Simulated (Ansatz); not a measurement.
Isolated molecules relaxed with PBE0-D4/def2-TZVP in Ansatz; ΔE leaves out vibrations. CCSD(T)/CBS adds triple-zeta CCSD(T) − MP2 to the extrapolated MP2 energy (def2 sets, frozen cores). DFT in def2-TZVPP. HSE06 is defined as in plane-wave codes. For Br outer-core shells are correlated without core-valence functions, which leaves a few kJ/mol of doubt a bond. Scalar relativity is left out up to krypton. One conformer a species, not always the lowest.

Consider the formal exchange of groups at the Si–Cl bond: `F[Si](Cl)(Br)Br` + `CC(O)F` → `F[Si](F)(Br)Br` + `CC(O)Cl`.

(1) Is it downhill or uphill in electronic energy at CCSD(T)/CBS, and by how much? (Best estimate.)

(2) What do these levels give: ωB97M-V, PBE, PBE0, HSE06, CCSD(T)/def2-TZVPP, HF/CBS(def2)? (An estimate is asked.)

Largest T1 diagnostic among the species: 0.011.

## Answers

(1) Computed: Downhill: ΔE = -45.0 kJ/mol.

(2) The calculation gave: ωB97M-V -37.6, PBE -36.7, PBE0 -35.9, HSE06 -35.8, CCSD(T)/def2-TZVPP -44.3, HF/CBS(def2) -41.9 kJ/mol.

At CCSD(T), def2-SVP lies +24.0 kJ/mol from the extrapolated value and def2-TZVPP +0.7 kJ/mol. In def2-TZVPP, CCSD(T) changes the Hartree–Fock value by −5.3 kJ/mol (the triples alone add −0.8 kJ/mol) and MP2 by −7.0 kJ/mol. Leaving LDA and LC-ωPBE aside and taking each functional with its dispersion term where it has one, the values, not all of them listed here, spread over 8.4 kJ/mol, from B2PLYP to HSE06-D4.
